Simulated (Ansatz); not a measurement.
Program: Ansatz. Geometries: PBE0-D4/def2-TZVP. ΔE: electronic, gas phase. CCSD(T)/CBS is the MP2 limit (def2-TZVPP, def2-QZVPP) plus CCSD(T) − MP2 in def2-TZVPP, frozen cores. This one scheme is used for every species. DFT in def2-TZVPP. No spin–orbit coupling; open shells (•) take unrestricted orbitals. For Ga outer-core shells are correlated without core-valence functions, which leaves a few kJ/mol of doubt a bond. Scalar relativity is left out up to krypton. Each species was taken in one conformer, which may not be the lowest.

Reaction (hydrogen abstraction from the O–H bond): `[OH][Ga]([F])[Cl]` + `[CH3]`• → `[O][Ga]([F])[Cl]`• + CH₄

| species | BHLYP-D4 energy (Eh) |
| --- | --- |
| `[OH][Ga]([F])[Cl]` | -2560.85549 |
| `[CH3]`• | -39.83043 |
| `[O][Ga]([F])[Cl]`• | -2560.16718 |
| CH₄ | -40.50336 |

Task: Work out ΔE.

Result: ΔE = (-2560.16718) + (-40.50336) − (-2560.85549) − (-39.83043) = 0.01538 Eh = +40.4 kJ/mol. CCSD(T)/CBS gives +66.2 kJ/mol.

Largest T1 diagnostic among the species: 0.014.

From r2SCAN to r2SCAN0 (25 % exact exchange), in def2-TZVPP and without D4, ΔE moves by −3.8 kJ/mol. At CCSD(T), def2-SVP lies −22.2 kJ/mol from the extrapolated value and def2-TZVPP −8.1 kJ/mol. In def2-TZVPP, CCSD(T) changes the Hartree–Fock value by +40.2 kJ/mol (the triples alone add +2.6 kJ/mol) and MP2 by +64.0 kJ/mol.
